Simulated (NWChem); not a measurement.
System: ZrH$_{3}$Cl; SMILES [Cl][ZrH3]

Here is an NWChem input.

```
start job
memory heap 200 mb stack 900 mb global 1100 mb
geometry units angstroms noautosym nocenter noautoz
  Zr     0.000000     0.000000    -0.556731
  Cl     0.000000     0.000000     1.762224
  H      0.751822     1.570580    -1.154558
  H      0.984251    -1.436387    -1.154558
  H     -1.736073    -0.134193    -1.154558
end
basis spherical
  * library def2-svpd
end
ecp
  Zr library def2-ecp
end
dft
  xc xcamb88 1.00 lyp 0.81 vwn_5 0.19 hfexch 1.00
  cam 0.33 cam_alpha 0.19 cam_beta 0.46
  iterations 150
end
tddft
  cis
  nroots 6
  notriplet
end
task tddft energy
```

Parts of the log:

```
             Northwest Computational Chemistry Package (NWChem) 7.3.0
             --------------------------------------------------------

                             Geometry "geometry" -> ""
                             -------------------------

 Output coordinates in angstroms (scale by  1.889725989 to convert to a.u.)

  No.       Tag          Charge          X              Y              Z
 ---- ---------------- ---------- -------------- -------------- --------------
    1 Zr                  40.0000     0.00000000     0.00000000    -0.55673100
    2 Cl                  17.0000     0.00000000     0.00000000     1.76222400
    3 H                    1.0000     0.75182200     1.57058000    -1.15455800
    4 H                    1.0000     0.98425100    -1.43638700    -1.15455800
    5 H                    1.0000    -1.73607300    -0.13419300    -1.15455800

 Effective nuclear repulsion energy (a.u.)     198.1370715858

                                 NWChem DFT Module
                                 -----------------

 Summary of "ao basis" -> "ao basis" (spherical)
 ------------------------------------------------------------------------------
       Tag                 Description            Shells   Functions and Types
 ---------------- ------------------------------  ------  ---------------------
 Zr                        def2-svpd                12       34   5s4p2d1f
 Cl                        def2-svpd                11       27   5s4p2d
 H                         def2-svpd                 4        8   2s2p

            General Information
            -------------------
          SCF calculation type: DFT
          Wavefunction type:  closed shell.
          No. of atoms     :     5
          No. of electrons :    32
           Alpha electrons :    16
            Beta electrons :    16
          Charge           :     0
          Spin multiplicity:     1
          Use of symmetry is: off; symmetry adaption is: off
          Maximum number of iterations: 150
          AO basis - number of functions:    85
                     number of shells:    35
          Convergence on energy requested:  1.00D-06
          Convergence on density requested:  1.00D-05
          Convergence on gradient requested:  5.00D-04

              XC Information
              --------------
                     Hartree-Fock (Exact) Exchange  1.000
                   CAM-Becke88 Exchange Functional  1.000
                      VWN V Correlation Functional  0.190 local
              Lee-Yang-Parr Correlation Functional  0.810

           Range-Separation Parameters
           ---------------------------
           Alpha           :  0.19
           Beta            :  0.46
           Gamma           :  0.33
           Short-Range HF  :     F

             Grid Information
             ----------------
          Grid used for XC integration:  medium
          Radial quadrature: Mura-Knowles
          Angular quadrature: Lebedev.
          Tag              B.-S. Rad. Rad. Pts. Rad. Cut. Ang. Pts.
          ---              ---------- --------- --------- ---------
          Zr                  1.55      123          12.0       590
          Cl                  1.00       88          12.0       590
          H                   0.35       45          12.0       434
          Grid pruning is: on
          Number of quadrature shells:   346
          Spatial weights used:  Erf1

      Superposition of Atomic Density Guess
      -------------------------------------

 Sum of atomic energies:        -514.32674279

      Non-variational initial energy
      ------------------------------

 Total energy =    -507.118421
 1-e energy   =    -843.464851
 2-e energy   =     270.975565
 HOMO         =      -0.320929
 LUMO         =      -0.010027

   convergence    iter        energy       DeltaE   RMS-Dens  Diis-err
 ---------------- ----- ----------------- --------- --------- ---------
 d= 0,ls=0.0,diis     1   -508.7571826097 -5.74D+02  2.36D-02  6.31D-01
 d= 0,ls=0.0,diis     2   -508.6671809017  9.00D-02  1.27D-02  1.45D+00
 d= 0,ls=0.0,diis     3   -508.8825775913 -2.15D-01  1.77D-03  7.53D-03
 d= 0,ls=0.0,diis     4   -508.8836821303 -1.10D-03  5.40D-04  1.83D-03
 d= 0,ls=0.0,diis     5   -508.8839681809 -2.86D-04  1.99D-04  5.67D-05
  Resetting Diis
 d= 0,ls=0.0,diis     6   -508.8839855900 -1.74D-05  5.67D-05  6.88D-06
 d= 0,ls=0.0,diis     7   -508.8839872036 -1.61D-06  1.04D-05  2.02D-07
 d= 0,ls=0.0,diis     8   -508.8839872836 -8.00D-08  3.44D-06  6.30D-08

         Total DFT energy =     -508.883987283597
      One electron energy =     -844.910896833294
           Coulomb energy =      305.798265782443
    Exchange-Corr. energy =      -35.142220785570
 Nuclear repulsion energy =       65.370864552824

 Numeric. integr. density =       31.999986417447

                       DFT Final Molecular Orbital Analysis
                       ------------------------------------

 Vector   14  Occ=2.000000D+00  E=-3.928296D-01
              MO Center= -7.8D-06,  4.0D-06, -1.0D+00, r^2= 3.5D+00
   Bfn.  Coefficient  Atom+Function         Bfn.  Coefficient  Atom+Function
  ----- ------------  ---------------      ----- ------------  ---------------
     4      0.421311  1 Zr s                  2     -0.349168  1 Zr s
    20     -0.242312  1 Zr d  0              62      0.241609  3 H  s
    70      0.241608  4 H  s                 78      0.241611  5 H  s
     1     -0.159355  1 Zr s                 63      0.153443  3 H  s
    71      0.153443  4 H  s                 79      0.153444  5 H  s

 Vector   15  Occ=2.000000D+00  E=-3.732058D-01
              MO Center= -4.9D-01,  4.3D-01, -9.3D-01, r^2= 2.9D+00
   Bfn.  Coefficient  Atom+Function         Bfn.  Coefficient  Atom+Function
  ----- ------------  ---------------      ----- ------------  ---------------
    22      0.342522  1 Zr d  2              78      0.325710  5 H  s
    62     -0.281440  3 H  s                  6      0.223484  1 Zr px
    21     -0.200013  1 Zr d  1              79      0.182227  5 H  s
    63     -0.157458  3 H  s                  7      0.114964  1 Zr py
    19      0.102891  1 Zr d -1              15     -0.096335  1 Zr px

[...]

                                NWChem TDDFT Module
                                -------------------

            General Information
            -------------------
           No. of orbitals :     170
            Alpha orbitals :      85
             Beta orbitals :      85
        Alpha frozen cores :       0
         Beta frozen cores :       0
     Alpha frozen virtuals :       0
      Beta frozen virtuals :       0
         Spin multiplicity :       1
    Number of AO functions :      85
        Use of symmetry is : off
      Symmetry adaption is : off
         Schwarz screening :  0.10D-07

              XC Information
              --------------
              Hartree-Fock (Exact) Exchange   1.00
            CAM-Becke88 Exchange Functional   1.00
               VWN V Correlation Functional   0.19 local
       Lee-Yang-Parr Correlation Functional   0.81
           Alpha           :  0.19
           Beta            :  0.46
           Gamma           :  0.33

             TDDFT Information
             -----------------
          Calculation type : Tamm-Dancoff TDDFT
         Wavefunction type : Restricted singlets
          No. of electrons :      32
           Alpha electrons :      16
            Beta electrons :      16
              No. of roots :       6
          Max subspacesize :    5200
            Max iterations :     100
               Target root :       1
           Target symmetry : none
      Symmetry restriction : off
                 Algorithm : Optimal
        Davidson threshold :  0.10D-03

    6 smallest eigenvalue differences (eV)
--------------------------------------------------------
  No. Spin  Occ  Vir  Irrep   E(Occ)    E(Vir)   E(Diff)
--------------------------------------------------------
    1    1   16   17 a        -0.373    -0.054     8.682
    2    1   15   17 a        -0.373    -0.054     8.682
    3    1   16   18 a        -0.373    -0.054     8.682
    4    1   15   18 a        -0.373    -0.054     8.682
    5    1   16   19 a        -0.373    -0.040     9.055
    6    1   15   19 a        -0.373    -0.040     9.055
--------------------------------------------------------

  Entering Davidson iterations
  Restricted singlet excited states

  Iter   NTrls   NConv    DeltaV     DeltaE      Time
  ----  ------  ------  ---------  ---------  ---------
    1      6       0     0.69E-01   0.10+100        9.7
    2     12       0     0.32E-01   0.87E-02        8.7
    3     18       0     0.13E-01   0.21E-02        9.9
    4     24       0     0.84E-02   0.26E-03        9.7
    5     30       0     0.88E-02   0.31E-03        9.3
    6     36       1     0.57E-02   0.33E-03        9.1
    7     41       3     0.25E-02   0.14E-03        8.3
    8     44       3     0.14E-02   0.19E-04        7.6
    9     47       4     0.56E-03   0.62E-05        7.2
   10     49       4     0.17E-03   0.54E-06        6.6
   11     51       6     0.81E-04   0.77E-07        7.8
  ----  ------  ------  ---------  ---------  ---------
  Convergence criterion met

  Ground state a        -508.883987283597 a.u.

  ----------------------------------------------------------------------------
  Root   1 singlet a              0.152343493 a.u.                4.1455 eV
  ----------------------------------------------------------------------------
     Transition Moments    X -0.00000   Y -0.00001   Z  0.00000
     Dipole Oscillator Strength                    0.0000000000
     Electric Quadrupole                           0.0000000000
     Magnetic Dipole                               0.0000085170
     Total Oscillator Strength                     0.0000085170

     Occ.   12  a   ---  Virt.   17  a       -0.07416
     Occ.   13  a   ---  Virt.   18  a       -0.07414
     Occ.   15  a   ---  Virt.   17  a       -0.65132
     Occ.   15  a   ---  Virt.   18  a       -0.25751
     Occ.   16  a   ---  Virt.   17  a       -0.25755
     Occ.   16  a   ---  Virt.   18  a        0.65117
  ----------------------------------------------------------------------------
  Root   2 singlet a              0.158576824 a.u.                4.3151 eV
  ----------------------------------------------------------------------------
     Transition Moments    X -0.03490   Y -0.07135   Z  0.00000
     Dipole Oscillator Strength                    0.0006668990
     Electric Quadrupole                           0.0000000340
     Magnetic Dipole                               0.0000038738
     Total Oscillator Strength                     0.0006708069

     Occ.   12  a   ---  Virt.   17  a       -0.06360
     Occ.   13  a   ---  Virt.   18  a        0.06362
     Occ.   14  a   ---  Virt.   17  a        0.05410
     Occ.   15  a   ---  Virt.   17  a       -0.68316
     Occ.   15  a   ---  Virt.   18  a       -0.07726
     Occ.   15  a   ---  Virt.   19  a        0.12480
     Occ.   16  a   ---  Virt.   17  a        0.07732
     Occ.   16  a   ---  Virt.   18  a       -0.68329
     Occ.   16  a   ---  Virt.   19  a       -0.09306
  ----------------------------------------------------------------------------
  Root   3 singlet a              0.158577338 a.u.                4.3151 eV
  ----------------------------------------------------------------------------
     Transition Moments    X -0.07135   Y  0.03489   Z -0.00001
     Dipole Oscillator Strength                    0.0006668502
     Electric Quadrupole                           0.0000000340
     Magnetic Dipole                               0.0000038738
     Total Oscillator Strength                     0.0006707581

     Occ.   12  a   ---  Virt.   18  a       -0.06361
     Occ.   13  a   ---  Virt.   17  a       -0.06361
     Occ.   14  a   ---  Virt.   18  a       -0.05409
     Occ.   15  a   ---  Virt.   17  a        0.07726
     Occ.   15  a   ---  Virt.   18  a       -0.68321
     Occ.   15  a   ---  Virt.   19  a        0.09307
     Occ.   16  a   ---  Virt.   17  a        0.68324
     Occ.   16  a   ---  Virt.   18  a        0.07732
     Occ.   16  a   ---  Virt.   19  a        0.12480
  ----------------------------------------------------------------------------
  Root   4 singlet a              0.168746421 a.u.                4.5918 eV
  ----------------------------------------------------------------------------
     Transition Moments    X  0.00000   Y -0.00000   Z -0.33164
     Dipole Oscillator Strength                    0.0123732910
     Electric Quadrupole                           0.0000000625
     Magnetic Dipole                               0.0000000000
     Total Oscillator Strength                     0.0123733534

     Occ.   12  a   ---  Virt.   18  a        0.07198
     Occ.   13  a   ---  Virt.   17  a       -0.07197
     Occ.   15  a   ---  Virt.   17  a       -0.25082
     Occ.   15  a   ---  Virt.   18  a        0.63429
     Occ.   15  a   ---  Virt.   20  a       -0.11573
     Occ.   15  a   ---  Virt.   21  a       -0.10449
     Occ.   16  a   ---  Virt.   17  a        0.63424
     Occ.   16  a   ---  Virt.   18  a        0.25081
     Occ.   16  a   ---  Virt.   20  a        0.10449
     Occ.   16  a   ---  Virt.   21  a       -0.11573
  ----------------------------------------------------------------------------
  Root   5 singlet a              0.185651690 a.u.                5.0518 eV
  ----------------------------------------------------------------------------
     Transition Moments    X  0.01994   Y -0.03853   Z -0.00000
     Dipole Oscillator Strength                    0.0002329390
     Electric Quadrupole                           0.0000000419
     Magnetic Dipole                               0.0000005831
     Total Oscillator Strength                     0.0002335640

     Occ.   13  a   ---  Virt.   19  a       -0.07811
     Occ.   14  a   ---  Virt.   17  a        0.42700
     Occ.   14  a   ---  Virt.   18  a        0.16999
     Occ.   15  a   ---  Virt.   17  a       -0.05343
     Occ.   15  a   ---  Virt.   18  a        0.05724
     Occ.   16  a   ---  Virt.   17  a       -0.05723
     Occ.   16  a   ---  Virt.   18  a       -0.05344
     Occ.   16  a   ---  Virt.   19  a        0.86280
     Occ.   16  a   ---  Virt.   22  a        0.06072
     Occ.   16  a   ---  Virt.   23  a        0.10122
     Occ.   16  a   ---  Virt.   26  a       -0.06447
  ----------------------------------------------------------------------------
  Root   6 singlet a              0.185651787 a.u.                5.0518 eV
  ----------------------------------------------------------------------------
     Transition Moments    X  0.03855   Y  0.01992   Z  0.00000
     Dipole Oscillator Strength                    0.0002330842
     Electric Quadrupole                           0.0000000419
     Magnetic Dipole                               0.0000005831
     Total Oscillator Strength                     0.0002337093

     Occ.   12  a   ---  Virt.   19  a        0.07811
     Occ.   14  a   ---  Virt.   17  a       -0.17002
     Occ.   14  a   ---  Virt.   18  a        0.42696
     Occ.   15  a   ---  Virt.   17  a        0.05723
     Occ.   15  a   ---  Virt.   18  a        0.05345
     Occ.   15  a   ---  Virt.   19  a        0.86281
     Occ.   15  a   ---  Virt.   22  a        0.06072
     Occ.   15  a   ---  Virt.   23  a        0.10122
     Occ.   15  a   ---  Virt.   26  a       -0.06447
     Occ.   16  a   ---  Virt.   17  a       -0.05344
     Occ.   16  a   ---  Virt.   18  a        0.05724

[...]
```

Level: CAM-B3LYP/def2-SVPD with def2 effective core potentials on Zr, TDA. The geometry was optimised at PBE0/def2-SVP. Not confirmed as a minimum by frequencies. def2 effective core potentials on Zr; no spin-orbit coupling.
